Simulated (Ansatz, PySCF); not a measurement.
Stretching the Mg1–O2 bond in MgO (multiplicity 1 held). Energies count from the point at 1.739 Å.


Restricted levels (R-, RO-) in cc, def2 and unpolarised 6-31G sets keep to the state of the molecule at rest. U- levels take the lowest unrestricted solution at each point, which mixes spins at long bonds. Levels need not reach the same state.

Frozen-core correlation. Rows in 6-31G*, STO-3G carry no dispersion term and start afresh at each structure (6-31G* with six Cartesian d functions).

The values were computed with Ansatz (Gaussian basis) for Hartree–Fock, density functionals and correlated methods; PySCF for 6-31G* rows, STO-3G rows. Each number belongs to the level named beside it.

Energies in kJ/mol.

```json
[
 {"R (Å)": "1.392", "R-HF/STO-3G": "222", "R-HF/6-31G*": "273", "R-B3LYP/def2-TZVPPD": "269", "U-wB97X-V/def2-TZVPPD": "276", "R-MP2/def2-TZVPPD": "310", "R-SCS-MP2/def2-TZVPPD": "311"},
 {"R (Å)": "1.565", "R-HF/STO-3G": "29", "R-HF/6-31G*": "45", "R-B3LYP/def2-TZVPPD": "48", "U-wB97X-V/def2-TZVPPD": "55", "R-MP2/def2-TZVPPD": "65", "R-SCS-MP2/def2-TZVPPD": "67"},
 {"R (Å)": "1.739", "R-HF/STO-3G": "0", "R-HF/6-31G*": "0", "R-B3LYP/def2-TZVPPD": "0", "U-wB97X-V/def2-TZVPPD": "0", "R-MP2/def2-TZVPPD": "0", "R-SCS-MP2/def2-TZVPPD": "0"},
 {"R (Å)": "1.913", "R-HF/STO-3G": "29", "R-HF/6-31G*": "21", "R-B3LYP/def2-TZVPPD": "25", "U-wB97X-V/def2-TZVPPD": "-13", "R-MP2/def2-TZVPPD": "41", "R-SCS-MP2/def2-TZVPPD": "33"},
 {"R (Å)": "2.087", "R-HF/STO-3G": "75", "R-HF/6-31G*": "56", "R-B3LYP/def2-TZVPPD": "76", "U-wB97X-V/def2-TZVPPD": "9", "R-MP2/def2-TZVPPD": "135", "R-SCS-MP2/def2-TZVPPD": "118"},
 {"R (Å)": "2.348", "R-HF/STO-3G": "142", "R-HF/6-31G*": "104", "R-B3LYP/def2-TZVPPD": "160", "U-wB97X-V/def2-TZVPPD": "68", "R-MP2/def2-TZVPPD": "282", "R-SCS-MP2/def2-TZVPPD": "254"},
 {"R (Å)": "2.609", "R-HF/STO-3G": "197", "R-HF/6-31G*": "137", "R-B3LYP/def2-TZVPPD": "231", "U-wB97X-V/def2-TZVPPD": "132", "R-MP2/def2-TZVPPD": "394", "R-SCS-MP2/def2-TZVPPD": "358"},
 {"R (Å)": "3.044", "R-HF/STO-3G": "249", "R-HF/6-31G*": "167", "R-B3LYP/def2-TZVPPD": "314", "U-wB97X-V/def2-TZVPPD": "217", "R-MP2/def2-TZVPPD": "503", "R-SCS-MP2/def2-TZVPPD": "460"},
 {"R (Å)": "3.479", "R-HF/STO-3G": "267", "R-HF/6-31G*": "192", "R-B3LYP/def2-TZVPPD": "364", "U-wB97X-V/def2-TZVPPD": "263", "R-MP2/def2-TZVPPD": "553", "R-SCS-MP2/def2-TZVPPD": "504"},
 {"R (Å)": "4.001", "R-HF/STO-3G": "267", "R-HF/6-31G*": "186", "R-B3LYP/def2-TZVPPD": "399", "U-wB97X-V/def2-TZVPPD": "283", "R-MP2/def2-TZVPPD": "575", "R-SCS-MP2/def2-TZVPPD": "523"},
 {"R (Å)": "4.696", "R-HF/STO-3G": "267", "R-HF/6-31G*": "188", "R-B3LYP/def2-TZVPPD": "423", "U-wB97X-V/def2-TZVPPD": "289", "R-MP2/def2-TZVPPD": "582", "R-SCS-MP2/def2-TZVPPD": "529"},
 {"R (Å)": "5.566", "R-HF/STO-3G": "267", "R-HF/6-31G*": "188", "R-B3LYP/def2-TZVPPD": "437", "U-wB97X-V/def2-TZVPPD": "290", "R-MP2/def2-TZVPPD": "584", "R-SCS-MP2/def2-TZVPPD": "531"},
 {"R (Å)": "6.958", "R-HF/STO-3G": "267", "R-HF/6-31G*": "188", "R-B3LYP/def2-TZVPPD": "445", "U-wB97X-V/def2-TZVPPD": "290", "R-MP2/def2-TZVPPD": "584", "R-SCS-MP2/def2-TZVPPD": "531"}
]
```

Doubts at one or more of the structures used: a restricted determinant that unrestricted orbitals would lower (R-HF/STO-3G, R-HF/6-31G*, R-B3LYP/def2-TZVPPD, R-MP2/def2-TZVPPD, R-SCS-MP2/def2-TZVPPD); a spin-contaminated determinant (U-wB97X-V/def2-TZVPPD).

Ansatz is a program for electronic structure.
